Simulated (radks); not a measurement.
Species: the iron ion Fe+. Configuration: [Ar] 3d6 4s1. Method: scalar-relativistic Kohn-Sham, r2SCAN, spin-polarised, spherical densities, finite nucleus; open shells are filled with parallel spins first; meta-GGA in the generalised Kohn-Sham scheme; Fermi nuclear charge, rms radius 3.7377 fm; computed with a radial shooting solver on a logarithmic mesh with Libxc functionals.

Normalised radial functions P(r) = r R(r), r in bohr:

r           4s up  4s down
0.003813   0.0318   0.0282
0.005735   0.0450   0.0399
0.008624   0.0620   0.0550
0.01297    0.0818   0.0726
0.01966    0.1008   0.0894
0.02956    0.1089   0.0966
0.04446    0.0910   0.0807
0.06686    0.0293   0.0259
0.1005    -0.0766  -0.0680
0.1512    -0.1757  -0.1558
0.2274    -0.1579  -0.1398
0.3419     0.0458   0.0409
0.5142     0.2850   0.2537
0.7732     0.2318   0.2100
1.163     -0.1809  -0.1527
1.763     -0.6016  -0.5388
2.651     -0.6531  -0.6358
3.986     -0.3548  -0.4061
5.994     -0.0835  -0.1291
9.014     -0.0065  -0.0164

4s up: eigenvalue -13.394 eV, 3 radial nodes at r = 0.0759, 0.319, 0.997 bohr, <r> = 2.64 bohr, 90 % of the charge inside 3.92 bohr. 4s down (empty): eigenvalue -9.930 eV, 3 radial nodes at r = 0.0759, 0.318, 1.00 bohr, <r> = 2.88 bohr, 90 % of the charge inside 4.34 bohr.
